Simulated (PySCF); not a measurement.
SiEt(OAc)3, C₈H₁₄O₆Si.
Bonds: Si1–C2, Si1–O9, Si1–O16, Si1–O23, C2–C3, O9–C10, C10–C11, C10–O12, O16–C17, C17–C18, C17–O19, O23–C24, C24–C25, C24–O26. Hydrogens: H4, H5 on C2; H6, H7, H8 on C3; H13, H14, H15 on C11; H20, H21, H22 on C18; H27, H28, H29 on C25.

Computed with PBE0-D3(BJ)/def2-SVP geometry optimisation, gas phase in PySCF 2.14.0.

**Question.** What internal coordinates does the optimisation give?

**Answer.** 
| bond | length (Å) |
| --- | --- |
| Si1–C2 | 1.841 |
| Si1–O9 | 1.692 |
| Si1–O16, Si1–O23 | 1.684 |
| C2–C3 | 1.527 |
| C2–H4, C2–H5 | 1.102 |
| C3–H6, C3–H7, C3–H8 | 1.101 |
| O9–C10, O16–C17, O23–C24 | 1.346 |
| C10–C11, C17–C18, C24–C25 | 1.495 |
| C10–O12, C17–O19, C24–O26 | 1.203 |
| C11–H13 and 8 like bonds | 1.098 |

Bonds in one row agree within 0.01 Å and their mean is given. A selection of angles:
| angle | degrees |
| --- | --- |
| C2–Si1–O9 | 114.7 |
| C2–Si1–O23 | 107.6 |
| O9–Si1–O16 | 104.1 |
| O16–Si1–O23 | 112.3 |
| Si1–C2–C3 | 114.1 |
| Si1–O9–C10 | 120.8 |
| O9–C10–C11 | 112.2 |
| O9–C10–O12 | 122.2 |
| C11–C10–O12 | 125.6 |
| Si1–O16–C17 | 119.9 |
| Si1–O23–C24 | 126.5 |
| O23–C24–O26 | 122.8 |

Dihedral angles: O9–Si1–C2–C3 -53° (synclinal); C2–Si1–O9–C10 -60° (synclinal); C2–Si1–O16–C17 -74° (synclinal); C2–Si1–O23–C24 158° (antiperiplanar); Si1–O9–C10–C11 -176° (antiperiplanar); Si1–O16–C17–C18 -169° (antiperiplanar); Si1–O23–C24–C25 -174° (antiperiplanar). The mirror-image conformer, all signs reversed, is as good.

Of the pairs four or more bonds apart, C17···O26 is among the closest relative to their van der Waals radii: 3.13 Å, 97 % of the sum of Bondi's values. The 6 C–O bonds span 1.201 Å (C24–O26) to 1.348 Å (O23–C24), a spread of 0.147 Å. Si1 (silicon bonded to C and 3 O) is distorted tetrahedral (angles from 102.7° to 114.9°). The 4 C–C bonds span 1.493 Å (C17–C18) to 1.527 Å (C2–C3), a spread of 0.034 Å.

Point group: C1 (no symmetry element, even within 0.4 Å). Whether it is a minimum is left open (no frequencies). The numbers are those of one conformer.

On Intel Xeon at 2.60 GHz, 2 threads, shared host with 96 logical CPUs at a one-minute load of 9.2, this took 10 min wall, 23 min CPU and 2.4 GiB of memory at its peak. These figures are those of the optimisation.
